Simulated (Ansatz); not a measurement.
**Redistribution: C2H5Br + CHBr2I → C2H5I + CHBr3**

Species: C2H5Br (bromoethane) `CCBr`, singlet; CHBr2I (dibromoiodomethane) `BrC(Br)I`, singlet; C2H5I (iodoethane) `CCI`, singlet; CHBr3 (bromoform) `BrC(Br)Br`, singlet. The partners trade Br for I; both sit on C, so the bond types are kept.

Shapes, held fixed at every level: PBE0-D4/def2-TZVP. Programs: Ansatz 0.2.0. The zero-point and thermal change to 298 K, harmonic and unscaled (PBE0-D4/def2-TZVP), is -0.4 kJ/mol.

```tsv
level	kind	ΔH(298 K) (kJ/mol)	less CCSD(T)/def2-TZVPP
HF/def2-TZVPP	Hartree–Fock	+1.5	+0.9
PBE-D4/def2-TZVPP	GGA	+0.2	-0.4
r2SCAN-D4/def2-TZVPP	meta-GGA	-0.1	-0.7
r2SCAN0-D4/def2-TZVPP	global hybrid	+0.2	-0.4
CCSD(T)/def2-SVP	coupled cluster or CI	-0.5	-1.1
CCSD/def2-SVP	coupled cluster or CI	-0.3	-0.9
CCSD/def2-TZVPP	coupled cluster or CI	+0.7	+0.1
CCSD(T)/def2-TZVPP	coupled cluster or CI	+0.6	0.0
```

The highest level, CCSD(T)/def2-TZVPP, gives ΔH(298 K) = +0.6 kJ/mol; the levels span -0.5 to +1.5. That is about zero within the method's error. They disagree on the sign: 5 of 8 are positive. The column of differences is taken from that level and isn't an error. No measured value is set beside it here. For atoms past krypton def2 sets carry core potentials with scalar relativity. Relativity is left out for Br unless named. Correlated rows may include outer-core shells of Br, I, which these sets cover unevenly.
